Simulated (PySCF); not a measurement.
Excitations are Tamm–Dancoff values on a coarser integration grid. The basis has no diffuse functions, so Rydberg states are missing or too high.

Cartesian coordinates (Å):
```xyz
6

O      0.8697    -0.6903    -0.0751
B     -0.0469     0.3095     0.0295
O     -1.3747     0.0565     0.0223
F      0.3452     1.5784     0.1430
H      1.7759    -0.3746    -0.0570
H     -1.5692    -0.8795    -0.0626
```
Charge 0, multiplicity 1.

**Question.** Estimate the S1–T1 gap (TDA), S1 excitation (TDA), T1 excitation (TDA), HOMO, HOMO–LUMO gap, brightest of the four lowest singlets (TDA), dipole moment and total energy that PBE0-D4/def2-TZVP run with PySCF returns for this input.

**Answer.** 
- S1–T1 gap (TDA): 0.34 eV
- S1 excitation (TDA): 8.57 eV
- T1 excitation (TDA): 8.23 eV
- HOMO: -9.73 eV
- HOMO–LUMO gap: 10.18 eV
- brightest of the four lowest singlets (TDA): 9.53 eV
- dipole moment: 1.91 D
- total energy: -276.3541 Ha
